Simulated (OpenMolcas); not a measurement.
4f ions of charge +2 along the row

| Quantity | Value |
| --- | --- |
| Program | OpenMolcas 26.06 |
| Method | XMS-CASPT2, IPEA 0.25 Eh, imaginary shift 0.1 Eh |
| Basis | ANO-RCC-VTZP |
| Scalar Hamiltonian | DKH2, point nucleus |
| Spin-orbit coupling | state interaction with AMFI integrals over the reference wave functions, term energies averaged over their components |

Active space: the 4f shell; CASPT2 also correlates the outermost closed s and p core shells.

ζ = ±2S·A comes from the whole width of the ground multiplet by E(J) = (A/2) J(J+1), where its levels are at least 85 % pure. Energies in cm-1.

| Ion | Configuration | Lowest level | Weight (%) | g | g, pure LS | Next level | E | E measured | ζ | ζ measured |
| --- | --- | --- | --- | --- | --- | --- | --- | --- | --- | --- |
| Ce2+ | 4f2 | 3H4 | 97 | 0.806 | 0.800 | 3H5 | 1690 | 1528 | 627 | 569 |
| Pr2+ | 4f3 | 4I* 9/2 | 98 | 0.731 | 0.727 | 4I* 11/2 | 1493 | 1398 | 740 | 685 |
| Ho2+ | 4f11 | 4I* 15/2 | 98 | 1.197 | 1.200 | 4I* 13/2 | 5570 | 5439 |  |  |
| Er2+ | 4f12 | 3H6 | 99 | 1.166 | 1.167 | 3F4 [60 %] | 5310 | 5082 |  |  |

Measured columns use the levels in Martin, Zalubas and Hagan, Atomic Energy Levels: The Rare-Earth Elements, NSRDS-NBS 60 (1978) (Ce2+); Martin, Zalubas and Hagan, Atomic Energy Levels: The Rare-Earth Elements, NSRDS-NBS 60 (1978); the list in Maison, Palmeri and Quinet, J. Phys. B 58, 015001 (2025) (Pr2+); Martin, Zalubas and Hagan, Atomic Energy Levels: The Rare-Earth Elements, NSRDS-NBS 60 (1978); whole-number values converted from NIST levels in rydberg listed in Nahar, Atoms 12, 24 (2024) (Ho2+); Martin, Zalubas and Hagan, Atomic Energy Levels: The Rare-Earth Elements, NSRDS-NBS 60 (1978); the list in Deprince et al., Eur. Phys. J. D 78, 105 (2024) (Er2+).

Term energies are means over components that CASPT2 splits; among the low terms the widest spread is 1000 cm-1 (4f3 2L*, Pr2+). The CASPT2 spread within a term exceeds the gap to the next term for 4f2 1G and 4f2 3F, so the order of their levels is uncertain, and so are names and mixing where such terms share a J (figures for Ce2+; the like holds for Pr2+, Ho2+, Er2+). Some levels mix across a computed gap that differs much from the measured one, so their mixing is not that of the real levels (holds for Ce2+; Pr2+; Ho2+). Some terms miss by over 15 % even with CASPT2, which points to a basis or an active space too small for the shells correlated (holds for Ce2+; Pr2+). High states are left out of the spin-orbit mixing, which shifts the levels that they would mix with (holds for Pr2+; Ho2+). Some high roots are left out of the spin-orbit mixing, which shifts the levels that they would mix with (holds for Er2+). Measured partners are found by configuration, term and J. A level has none where our copy of the source lacks it or the pairing is in doubt (some pairs that miss far off the trend of their configuration count as doubtful), and it then counts in no deviation. Only configurations of the active space appear.

A share in square brackets marks a mixed level and gives the weight of the term that names it, the lowest over the columns. * marks odd parity.
